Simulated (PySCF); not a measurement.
Compound: C4H6O2S.
Numbering: `[CH2:1]=[CH:2][S:3](=[O:4])(=[O:5])[CH:6]=[CH2:7]` (hydrogens: H8, H9 on C1; H10 on C2; H11 on C6; H12, H13 on C7)

Method used: PBE0-D3(BJ)/def2-SVP geometry optimisation, gas phase in PySCF.

Entries marked ? are missing. Bonds in one row agree within 0.01 Å.

| coordinate | value |
| --- | --- |
| C1=C2, C6=C7 | ? |
| C2–S3, S3–C6 | ? |
| S3=O4, S3=O5 | ? |
| C1–H8, C7–H12 | 1.095 Å |
| C1–H9, C7–H13 | 1.093 Å |
| C2–H10, C6–H11 | 1.093 Å |
| C1–C2–S3 | ? |
| C2–S3–O4 | ? |
| C2–S3–C6 | 103.1° |
| O4–S3–O5 | ? |

Q: Fill in the missing values.

A: 
- C1=C2, C6=C7 = 1.329 Å, drawn double (terminal =CH2 carbon to alkene CH carbon); 0.13 Å below the sum of covalent radii, 1.46 Å.
- C2–S3, S3–C6 = 1.775 Å, drawn single (alkene CH carbon to sulfonyl sulfur); equal to the sum of covalent radii, 1.78 Å.
- S3=O4, S3=O5 = 1.461 Å, drawn double (sulfonyl sulfur to sulfonyl oxygen); 0.25 Å below the sum of covalent radii, 1.71 Å.
- C1–C2–S3 = 119.6°, at the alkene CH carbon; the outer atoms are 2.692 Å apart.
- C2–S3–O4 = 108.1°, at the sulfonyl sulfur; the outer atoms are 2.627 Å apart.
- O4–S3–O5 = 121.8°, at the sulfonyl sulfur; the outer atoms are 2.553 Å apart.

Radii are Cordero's, carbon taken as 0.76, 0.73 or 0.69 Å for four, three, and two or fewer neighbours.

Not checked by PBE0-D3(BJ)/def2-SVP frequencies. One conformer, not necessarily the lowest (C1–C2–S3–O4 1°, C2–S3–C6–C7 -112°).
